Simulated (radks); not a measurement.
Ionisation of the neon ion Ne6+, [He] 2s2, to [He] 2s1 as the strength of local exchange is varied. Method: scalar-relativistic Kohn-Sham, Slater X-alpha exchange (alpha = 2/3 is LDA exchange), no correlation, spin-unpolarised, spherical densities, point nucleus; computed with a radial shooting solver on a logarithmic mesh with Libxc functionals.

alpha  E(Ne6+) (hartree)  exchange (hartree)  IE (eV)  -e of the level emptied (eV)  <r> of it (bohr)
0.644         -109.07306            -6.38154   204.38                   189.02 (2s)            0.7123
0.667         -109.30114            -6.61739   205.13                   189.81 (2s)            0.7111
0.813         -110.75534            -8.12728   209.95                   194.82 (2s)            0.7034
0.827         -110.89536            -8.27323   210.41                   195.31 (2s)            0.7026
0.857         -111.19575            -8.58665   211.41                   196.35 (2s)            0.7011
0.92          -111.82809            -9.24786   213.52                   198.54 (2s)            0.6978
0.925         -111.87836            -9.30051   213.69                   198.72 (2s)            0.6975
0.932         -111.94876            -9.37427   213.92                   198.96 (2s)            0.6972

NIST Atomic Spectra Database: 207.27 eV (measured). The Delta-SCF value meets it near alpha = 0.73. Spin polarisation and multiplet splitting are left out, so open shells lie too high by an amount that depends on their filling.

Beside tabulated values, note that spin-unpolarised runs miss the spin-polarisation part of the exchange energy of open shells.
